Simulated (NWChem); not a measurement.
A calculation on BF

```xyz
2

B      0.0000     0.0000    -0.8123
F      0.0000     0.0000     0.4513
```
Charge 0, spin multiplicity 1.

Everything below was run with NWChem. The geometry was optimised at B3LYP/def2-SVP, a minimum by its harmonic frequencies.

Symmetry labels belong to the abelian group C2v used in the runs, with the axes of the coordinates shown; states degenerate in a higher group split over its labels.

B3LYP has NWChem's definition, with VWN1-RPA local correlation. The structure started from a generated list of species.

Q: List the lowest 3 singlet excitations that TD-B3LYP/aug-cc-pVDZ, VWN1-RPA local correlation gives, with oscillator strengths.

A: 
```csv
state,symmetry,energy (eV),wavelength (nm),f
1,b2,6.14,202,0.234
2,b1,6.14,202,0.234
3,a1,7.41,167,0.107
```
